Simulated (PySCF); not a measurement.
# Computed properties of B(Me)(OH)(NH2) (CH6BNO), SMILES CB(N)O

B(Me)(OH)(NH2) (CH₆BNO), SMILES CB(N)O. The structure is a stationary point at PBE0-D3(BJ)/def2-SVP. One conformer was computed; it need not be the lowest. All values are computed for the isolated molecule unless a solvent is named; none is compared with measurement here.

**Structure.** The optimised structure has Cs symmetry. All 24 harmonic modes at PBE0-D3(BJ)/def2-SVP (PySCF) are real, so it is a minimum. With heavy atoms numbered as in [B:1]([CH3:2])([OH:6])[NH2:8], the shortest bond between them is B1–O6 at 1.377 Å and the longest B1–C2 at 1.585 Å.

**Vibrations.** The strongest infrared lines (harmonic, unscaled, degenerate partners summed) lie at 1386 cm⁻¹ (252 km/mol, B 47 %, H 25 %, C 17 %, O 8 %), 1602 cm⁻¹ (236 km/mol, H 59 %, N 22 %, B 18 %), 482 cm⁻¹ (197 km/mol, H 78 %, O 11 %, B 8 %). The softest mode is at 87 cm⁻¹ and the zero-point energy is 52.1 kcal/mol.

**Electronic structure.** CAM-B3LYP/def2-TZVP (PySCF) places the frontier levels at -9.03 and 1.44 eV, a gap of 10.47 eV, and gives a dipole moment of 0.90 D and a mean polarisability of 38.2 bohr³.

**Excitations.** TDA-CAM-B3LYP/def2-SVPD (PySCF) has S1 at 6.77 eV (183 nm, f = 0.016, weak); the most intense of the 10 singlets computed lies at 8.79 eV (f = 0.29). T1 (TDA) is at 6.52 eV, 0.25 eV under S1. No vertical singlet excitation falls in the visible range (under 3.1 eV).

**NMR.** GIAO shifts at PBE0/pcSseg-1 (PySCF) (non-relativistic, atoms alike by connectivity averaged): ¹³C at 1.7 ppm against TMS; ¹H from 0.3 to 3.1 ppm against TMS; ¹¹B at 19.1 ppm against BF3.
